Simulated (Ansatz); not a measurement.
Born–Oppenheimer molecular dynamics of H$_{5}$NOSn (8 atoms, charge 0, multiplicity 1). It starts from a rough guess of a transition structure, not a stationary point.

Level of theory: UHF/def2-SVP in Ansatz.

```
ensemble                      : NVE (velocity Verlet)
time step                     : 0.5 fs
steps asked                   : 150
starting velocities drawn for : 600 K
seed                          : 502563
```

First frame:

```xyz
8
Properties=species:S:1:pos:R:3
Sn -1.099 0.395 0.346
N 1.173 -0.404 -0.112
O -0.804 0.154 -1.468
H 0.386 -0.229 -1.188
H -1.133 1.937 1.080
H -1.977 -0.719 1.298
H 1.481 -1.344 0.090
H 1.973 0.210 -0.046
```

(1) How far do the bonds stretch over the last three quarters of this one trajectory? (Pairs bonded in most of those frames.)

## Answers

(1) 
```csv
bond,mean (Å),spread (Å),shortest,longest
Sn1–N2,2.149,0.210,1.84,2.46
Sn1–O3,2.003,0.039,1.94,2.06
Sn1–H5,1.707,0.008,1.68,1.72
Sn1–H6,1.707,0.007,1.69,1.72
N2–H7,1.008,0.015,0.98,1.04
N2–H8,1.007,0.009,0.99,1.03
O3–H4,0.970,0.080,0.85,1.08
```

Mean temperature of the second half: 2728 K. The conserved energy stayed within 1.4 meV per atom of its start (net change -0.52 meV per atom), so the integration is sound. The system heated up, since it started high on the potential surface and ran downhill. A run of 0.075 ps of so small a system gives no equilibrium averages.

Run time: 4 min on 1 thread of Arm Neoverse V2, on a shared host, peak memory 0.18 GiB.
